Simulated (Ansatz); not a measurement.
Geometry optimisation, Ansatz, RKS PBE-D4/def2-SVP.

Input:

```yaml
crystal:
  periodic: [false, false, false]
  atoms:
    - { symbol: Ta, position_ang: [0.0, 0.0, 0.0] }
    - { symbol: F, position_ang: [2.28, 0.0, 0.0] }
    - { symbol: Cl, position_ang: [0.0, 0.0, 2.47] }
    - { symbol: Cl, position_ang: [0.0, 0.0, -2.47] }
    - { symbol: O, position_ang: [-1.01, 1.7493, 0.0] }
    - { symbol: H, position_ang: [-1.4859, 1.8638, 0.8834] }
    - { symbol: O, position_ang: [-1.01, -1.7493, 0.0] }
    - { symbol: H, position_ang: [-1.6563, -1.7655, 0.776] }
    - { symbol: O, position_ang: [0.7315, 1.7488, -1.3375] }
    - { symbol: H, position_ang: [1.4829, 1.4277, -1.9312] }
    - { symbol: H, position_ang: [1.9139, 1.0347, -0.7914] }
basis:
  gaussian: { orbitals: def2-SVP }
hamiltonian:
  xc: pbe
  dispersion: d4
relax:
  f_tol: 0.15
  max_steps: 25
  restrain:
    - { distance: [0, 8], at: 2.02, k: 30.0 }
    - { distance: [10, 1], at: 0.92, k: 30.0 }
    - { distance: [0, 1], at: 3.13, k: 30.0 }
    - { distance: [10, 8], at: 2.21, k: 30.0 }
output:
  orbitals: {}
```

Command:

```bash
$ ansatz run input.yaml --threads 4 --pin off --max-ram 5120MiB --backend cpu --events-out ev --progress --plain --runs-dir out
```

Task: Where does it end, and by what steps?

Result: The forces met the threshold. The restraints hold the end off the free minimum; the threshold counts their pulls, which the force column leaves out. Restrained pairs: Ta1–O9 (2.32 → 1.99 Å), F2–H11 (1.35 → 0.93 Å), Ta1–F2 (2.28 → 3.12 Å), O9–H11 (1.49 → 2.20 Å). After 20 steps the energy has fallen by 4.932 eV (the restraints' own energy left out); H8 moved furthest, 1.54 Å.

| step | energy less start (eV) | largest force component (eV/Å) | accepted |
| --- | --- | --- | --- |
| 0 | 0.0000 | 6.085 | yes |
| 1 | -0.3378 | 5.186 | yes |
| 2 | -0.7152 | 4.688 | yes |
| 3 | -1.9602 | 3.268 | yes |
| 4 | -3.3037 | 1.958 | yes |
| 5 | -3.8369 | 1.360 | yes |
| 6 | -4.1336 | 1.252 | yes |
| 7 | -4.3062 | 0.852 | yes |
| 8 | -4.4557 | 0.754 | yes |
| 9 | -4.5856 | 0.751 | yes |
| 10 | -4.6683 | 0.733 | yes |
| 11 | -4.7311 | 0.881 | yes |
| 12 | -4.7668 | 1.128 | yes |
| 13 | -4.8388 | 0.694 | yes |
| 14 | -4.8640 | 0.976 | yes |
| 15 | -4.8911 | 0.836 | yes |
| 16 | -4.8780 | 1.500 | no |
| 17 | -4.9085 | 0.867 | yes |
| 18 | -4.9194 | 0.865 | yes |
| 19 | -4.9282 | 0.805 | yes |
| 20 | -4.9324 | 0.841 | yes |

```xyz
11
Properties=species:S:1:pos:R:3
Ta -0.353 0.656 -0.097
F 2.291 -1.002 -0.197
Cl 0.485 1.128 2.059
Cl -0.596 0.097 -2.422
O -1.900 1.727 0.010
H -2.789 1.529 0.355
O -0.724 -1.137 0.362
H -0.205 -1.960 0.288
O 1.253 1.642 -0.746
H 1.263 1.731 -1.720
H 2.522 -0.102 -0.293
```

Run time: 59 s on 4 threads of Arm Neoverse V1, with other jobs on the host, peak memory 0.23 GiB.
